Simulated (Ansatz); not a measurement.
The cluster Ca4O4, relaxed as a singlet with RKS PBE-D4/def2-SVP in Ansatz, starting from the GFN1-xTB geometry. Force threshold 0.02 eV/Å.

The structure comes from a short search, and lower isomers may exist.

Start:

```xyz
8

Ca   -1.0430    1.6032    0.7284
Ca    1.3791    1.6326   -1.5146
Ca    1.0807   -1.6178   -0.7115
Ca   -1.4016   -1.6398    1.4690
O     0.2242   -2.5191    0.8152
O    -2.2116    0.0223    0.8194
O    -0.2224    2.5175   -0.8120
O     2.1946    0.0011   -0.7939
```

| step | energy (eV) | largest force component (eV/Å) | SCF passes |
| --- | --- | --- | --- |
| 1 | -81900.6686 | 3.070 | 22 |
| 2 | -81901.7669 | 0.851 | 26 |
| 3 | -81902.0488 | 0.382 | 26 |
| 4 | -81902.2140 | 0.217 | 25 |
| 5 | -81902.2939 | 0.195 | 25 |
| 6 | -81902.3561 | 0.064 | 26 |
| 7 | -81902.3654 | 0.009 | 21 |
| 8 | -81902.3663 | 0.020 | 21 |
| 9 | -81902.3663 | 0.018 | 21 |

Force components are those of the run's own axes.

End:

Cartesian coordinates in Å:
```
Ca -1.765 2.031 0.551
Ca 1.547 1.739 -1.459
Ca 1.780 -2.025 -0.528
Ca -1.562 -1.745 1.436
O 0.146 -2.532 0.610
O -2.235 0.193 1.339
O -0.146 2.533 -0.610
O 2.235 -0.194 -1.339
```

Bonds lost: Ca1–Ca3 (atoms count from 1). The end is the same structure that another start reached, the lowest one found.

The force fell under the threshold at step 7, but the optimiser went on. No frequencies were taken in this run, so the end may be a saddle point.

Hardware: 4 threads of Intel Xeon Platinum 8259CL on a shared host. Wall time 20 s.
